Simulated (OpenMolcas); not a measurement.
**neutral platinum: from CASSCF to CASPT2**

```yaml
Program: OpenMolcas
Basis: ANO-RCC-VDZ [7s6p4d1f]
Scalar_Hamiltonian: DKH2, point nucleus
Active_space: 10 electrons in 6 orbitals (5d 6s)
State_averaging: 2S+1 = 3 even, 15 roots; 2S+1 = 1 even, 20 roots
Spin-orbit_coupling: RASSI with atomic mean-field integrals over the reference wave functions, term energies averaged over their components
```

Methods on the same reference wave functions:
A. CASSCF
B. SS-CASPT2, IPEA 0.25 Eh, imaginary shift 0.1 Eh (closed shells correlated: 5s 5p)
C. MS-CASPT2, IPEA 0.25 Eh, imaginary shift 0.1 Eh (closed shells correlated: 5s 5p)

Energies in cm-1 above 5d9 6s 3D3, the measured ground level; measured values from NIST Handbook of Basic Atomic Spectroscopic Data.

```
             Level      A      B      C  Measured
       5d8 6s2 3F4   -643  -1917  -1917       824
        5d9 6s 3D3    0.0    0.0    0.0       0.0
       5d8 6s2 3F3   8666   7400   7400     10117
        5d9 6s 3D1  10666  10670  10670     10132
5d8 6s2 3P0 [50 %]  19649  20870  20870          
       5d8 6s2 3P1  20786  17940  17940     18567
       5d8 6s2 1G4  23586  22100  22100     21967
   5d10 1S0 [50 %]  26250   6340   6340
```

A puts 5d8 6s2 3F4 lowest. B puts 5d8 6s2 3F4 lowest. C puts 5d8 6s2 3F4 lowest.

Deviations, from unrounded energies. A percentage is the sum of absolute deviations over the sum of measured energies, with the sign that they share, or ± where signs differ.

```
                  Against measurement  Levels      A      B      C
       mean absolute deviation (cm-1)       5   1500   1300   1300
fine structure of the ground term (%)       1   +5.3   +5.3   +5.3
             other configurations (%)       4  ±13.1  ±12.1  ±12.1
```

B, C lie about equally close to measurement and A furthest from it. The largest miss of B in the table is 5d8 6s2 3F4, by -2700 cm-1. The ranking rests on the paired levels alone, and a cruder setting can come out closer through cancelling errors.

Between B and C no level of the table moves by more than 5 cm-1.

The two smallest mean deviations differ by little beside CASPT2's spread within terms, so their order carries little weight.

The lowest spin-free term lies below A's lowest term by 0.162 hartree in B, 0.162 hartree in C.

Term energies are means over components that CASPT2 splits; among the terms shown or strongly mixed into the levels shown the widest spread is 530 cm-1 (5d8 6s2 1G, C). The lowest computed level is not the ground level that NIST lists (3D3). Configurations are named by rounded mean occupations; where the s occupation lies near a half they are strongly mixed, a name can repeat and a true partner stay unpaired. A single d shell beside an s shell can misplace configurations of different d count against each other. The lowest spin-free term belongs to 5d9 6s, not to the configuration of the lowest level. Without dynamic correlation excited terms often stand tens of per cent too high (terms of higher spin than the ground term too low), and those without a measured partner can miss by more than the paired ones (holds for A). Some levels mix across a computed gap that differs much from the measured one, so their mixing is not that of the real levels (holds for B; C). Measured partners are found by configuration, term and J. A level has none where our copy of the source lacks it or the pairing is in doubt (some pairs that miss far off the trend of their configuration count as doubtful), and it then counts in no deviation. Only configurations of the active space appear. The table leaves out levels that lie high or whose names do not pair safely across all columns.

A share in square brackets marks a mixed level and gives the weight of the term that names it, the lowest over the columns.
